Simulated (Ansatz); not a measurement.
CH5NO3W, SMILES `C[N]=[W](=[O])([OH])[OH]`, relaxed with RKS PBE0-D4/def2-TZVP in Ansatz 0.2.0 from a GFN2-xTB geometry. The force threshold is 0.005 eV/Å; the program also tests the step.

The species carries charge 0 and has multiplicity 1. W takes the def2 core potential.

Start:

```xyz
11

C     1.267   -0.682   -1.532
N     0.344   -0.216   -0.544
W    -0.426    0.348    0.974
O     0.724    0.407    2.221
O    -1.148    2.081    0.720
O    -1.810   -0.846    1.475
H     1.504    0.116   -2.246
H     0.843   -1.519   -2.101
H     2.205   -1.019   -1.070
H    -1.226    3.003    0.449
H    -2.276   -1.671    1.652
```

Problem. How much energy does the relaxation release, and in how many steps? (Estimate.)

Solution. Ansatz gave: 40.24 kJ/mol, in 15 steps, 1 of them rejected.

Problem. Which bonds change most? (Best estimate.)

Solution. Ansatz gave: N2–W3 from 1.793 to 1.747 Å; W3–O4 from 1.697 to 1.710 Å; C1–N2 from 1.430 to 1.420 Å; O6–H11 from 0.964 to 0.958 Å.

Problem. Give the relaxed structure. (Estimate.)

Solution. Ansatz gave: 
```xyz
11

C     1.157   -0.622   -1.418
N     0.170   -0.162   -0.507
W    -0.404    0.351    1.061
O     0.895    0.291    2.173
O    -1.039    2.132    0.924
O    -1.774   -0.833    1.624
H     1.272    0.089   -2.244
H     0.857   -1.582   -1.851
H     2.130   -0.749   -0.932
H    -1.120    2.610    0.097
H    -2.145   -1.525    1.073
```
